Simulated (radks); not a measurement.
Task: All-electron atom: Ba43+ in [Ne] 3s2 3p1. Calculated with a radial shooting solver on a logarithmic mesh with Libxc functionals: scalar-relativistic Kohn-Sham, r2SCAN, spin-polarised, spherical densities, finite nucleus; open shells are filled with parallel spins first (spin-orbit coupling, left out, can overturn this in heavy ions); meta-GGA in the generalised Kohn-Sham scheme; Fermi nuclear charge, rms radius 4.8378 fm. Some entries of the table are withheld. Estimate them.

orbital,occ.,eigenvalue (eV),<1/r> (bohr^-1),<r^2> (bohr^2)
1s up,1,-40136.16,60.71,0.0008877
1s down,1,-40132.05,60.72,0.0008875
2s up,1,(1),14.21,(2)
2s down,1,(3),14.21,(4)
2p up,3,-7995.464,13.47,0.01083
2p down,3,-7991.626,13.47,0.01082
3s up,1,-3440.457,5.769,0.07733
3s down,1,-3425.359,5.757,0.07753
3p up,1,(5),5.530,0.07368
3p down,0,(6),5.524,0.07385

Result: 
(1) 2s up eigenvalue (eV): -8579.470
(2) 2s up <r^2> (bohr^2): 0.01372
(3) 2s down eigenvalue (eV): -8577.441
(4) 2s down <r^2> (bohr^2): 0.01370
(5) 3p up eigenvalue (eV): -3256.921
(6) 3p down eigenvalue (eV): -3242.168
